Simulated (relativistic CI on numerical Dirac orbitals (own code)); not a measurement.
Calculated at this level of theory: Dirac equation for one electron, model QED (radiative potential, 1s self-energy scaled to tabulated hydrogen-like ionisation energies) (own radial code, finite nucleus).

The strongest absorption lines from the ground level of an ion, among the configurations computed and to levels below about 30100 eV (vacuum wavelength in Å, gf): 0.4116 (0.0096), 0.4167 (0.017), 0.4265 (0.036), 0.4269 (0.017), 0.4493 (0.098), 0.4505 (0.049), 0.5299 (0.5), 0.5354 (0.27).

(1) Which ion is it?
A. Tc⁴²⁺
B. Ag⁴⁶⁺
C. Sb⁵⁰⁺
D. Ag⁴⁴⁺

Results:

(1) B. Ag⁴⁶⁺ has 1 electrons and the ground level 1s 2S_1/2; the strongest line goes to 2p 2P°_3/2. The pattern of lines fixes the number of electrons, and along that sequence the line energies rise steadily with the charge (about as its square where n changes within one kind of shell, about linearly where n is kept but much faster in heavy ions where fine structure, which grows about as Z⁴, sets the gap, and irregularly where shells cross), which fixes Z. Configurations outside the model, such as inner-shell arrays, can give stronger lines.
